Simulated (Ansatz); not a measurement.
```xyz
12

Al    1.399   -1.350   -0.201
C     0.417    0.242    0.292
Al    0.276    1.621   -1.058
Ge   -1.394   -0.283    0.847
H     0.717   -2.432   -1.141
H     2.879   -1.559    0.334
H     0.951    0.689    1.141
H    -0.751    1.442   -2.256
H     1.188    2.916   -0.959
H    -1.347   -1.313    1.996
H    -2.137   -0.907   -0.344
H    -2.198    0.936    1.349
```

Total charge 0; spin multiplicity 1.

Q: List the CAM-B3LYP/def2-TZVPP orbital energies in eV (Ansatz). (An estimate is asked.)

A: The calculation gave: Occupied: -10852.12, -1526.31, -1526.31, -1356.36, -1207.31, -1207.31, -1207.31, -278.30, -171.18, -121.47, -121.47, -121.46, -114.37, -114.37, -75.12, -75.12, -74.90, -74.90, -74.89, -74.89, -35.05, -35.05, -35.04, -34.98, -34.97, -20.63, -16.74, -13.32, -13.30, -11.88, -11.28, -10.82, -9.94, -9.92, -9.66, -9.13. Lowest empty: -1.07, 0.12, 0.85, 1.74, 1.93, 2.16, 2.33, 2.70.
